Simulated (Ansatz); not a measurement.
Born–Oppenheimer molecular dynamics of ClF₃GeH₂S (8 atoms, charge 0, multiplicity 1). It starts at the highest image of a converged band, a first-order saddle point between two minima.

All numbers below come from RKS PBE-D4/def2-SVP (Ansatz 0.2.0).

```yaml
ensemble: NVE (velocity Verlet)
time_step: 0.5 fs
steps_asked: 200
starting_velocities_drawn_for: 100 K
seed: 9637
```

First frame:

```xyz
8
Properties=species:S:1:pos:R:3
Ge 0.214 0.289 -0.013
F 0.110 -0.222 1.926
Cl 2.039 -0.256 -1.035
F -0.892 1.406 -0.773
F -0.734 -1.151 -0.274
S 1.167 2.124 1.310
H 2.417 1.585 1.217
H 0.603 0.821 2.130
```

Question: How far do the bonds stretch over the last three quarters of this one trajectory? (Pairs bonded in most of those frames.)

Answer: 
```json
{"bond": "Ge1–F2", "mean (Å)": "2.075", "spread (Å)": "0.063", "shortest": "2.03", "longest": "2.26"}
{"bond": "Ge1–Cl3", "mean (Å)": "2.164", "spread (Å)": "0.006", "shortest": "2.15", "longest": "2.17"}
{"bond": "Ge1–F4", "mean (Å)": "1.744", "spread (Å)": "0.010", "shortest": "1.73", "longest": "1.76"}
{"bond": "Ge1–F5", "mean (Å)": "1.745", "spread (Å)": "0.004", "shortest": "1.74", "longest": "1.75"}
{"bond": "Ge1–S6", "mean (Å)": "2.424", "spread (Å)": "0.063", "shortest": "2.30", "longest": "2.49"}
{"bond": "F2–H8", "mean (Å)": "1.079", "spread (Å)": "0.057", "shortest": "0.98", "longest": "1.18"}
{"bond": "S6–H7", "mean (Å)": "1.365", "spread (Å)": "0.006", "shortest": "1.36", "longest": "1.38"}
```

Pairs bonded in part of these frames only: Ge1–F2 93 %, F2–H8 64 %, S6–H8 17 %.

Mean temperature of the second half: 107 K. The conserved energy stayed within 0.017 meV per atom of its start (net change -0.0081 meV per atom), so the integration is sound. A run of 0.1 ps of so small a system gives no equilibrium averages. The orbitals stay closed-shell, which can raise the energy where a bond breaks towards radicals; this wasn't checked here.

Run time: 4.4 min on 4 threads of Arm Neoverse V2, on a shared host, peak memory 0.18 GiB.
